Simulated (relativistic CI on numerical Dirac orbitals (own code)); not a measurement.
La6+: q coefficients and field-shift factors

Calculated at this level of theory: Dirac-Coulomb-Breit CI, orbitals from a KLI potential per configuration, derivatives by finite differences, unscaled Slater integrals, QED left out (own radial code, finite nucleus).

CI space (outside the closed core [Kr] 4d10): 5s2 5p3, 5s 5p4, 5s2 5p2 4f, 5s2 5p2 5d, 5p5, 5s 5p3 5d, 5s2 5p 5d2, 5s2 4f 5d2, 5s2 5d3, 5s 5p 5d3. Double excitations out of closed p, d and f shells are left out; levels of such configurations are missing from the list, as are those of other unlisted configurations, and high levels can miss mixing partners.

With x = (α/α₀)² − 1 an excitation energy changes as ω = ω₀ + qx; K = 2q/ω₀ is the relative enhancement. Terms are leading LS components, so labels can repeat. The field-shift factor is F = δν/δ⟨r²⟩ for the transition from the lowest level.

Lowest level 5s2 5p3 4S°_3/2.

| Level | ω₀ (cm⁻¹) | q (cm⁻¹) | F (GHz/fm²) |
| --- | --- | --- | --- |
| 5s2 5p3 2D°_3/2 | 20752.8 | 12720 | -0.537 |
| 5s2 5p3 2D°_5/2 | 28297.6 | 18690 | -0.727 |
| 5s2 5p3 2P°_1/2 | 43117.8 | 19100 | -1.37 |
| 5s2 5p3 2P°_3/2 | 58953.6 | 43570 | -2.57 |
| 5s2 5p2 4f 4G°_5/2 | 126676.8 | 16770 | -3.05 |
| 5s2 5p2 4f 4G°_7/2 | 130296.3 | 19080 | -3.05 |
| 5s2 5p2 4f 4G°_7/2 | 142083.2 | 38790 | -4.06 |
| 5s2 5p2 4f 2D°_5/2 | 142288.5 | 37950 | -4.05 |
| 5s2 5p2 4f 4G°_9/2 | 144641.2 | 41050 | -4.05 |
| 5s2 5p2 4f 2G°_7/2 | 145508.2 | 39250 | -4.02 |
| 5s 5p4 4P_5/2 | 146910.2 | 30660 | -40.9 |
| 5s2 5p2 4f 4F°_3/2 | 147016.6 | 39430 | -4.13 |
| 5s2 5p2 4f 4D°_5/2 | 147777.6 | 41790 | -4.14 |

At this charge configurations can still be misplaced by up to about 7 % of their energy. Levels and lines within the n = 5 or 6 shells can be off by up to 10 % or somewhat more, and those that change n by about 2 %, since core polarisation is missing. Levels that differ in their count of f electrons can be misplaced by several ten thousand cm⁻¹, since the correlation energy of f electrons is missing or only estimated; rates across such gaps can be off by orders of magnitude.

(1) Which transition from the lowest level has the largest |K|?

Answers

(1) 5s2 5p3 2P°_3/2 at 58953.6 cm⁻¹, K = 1.48.
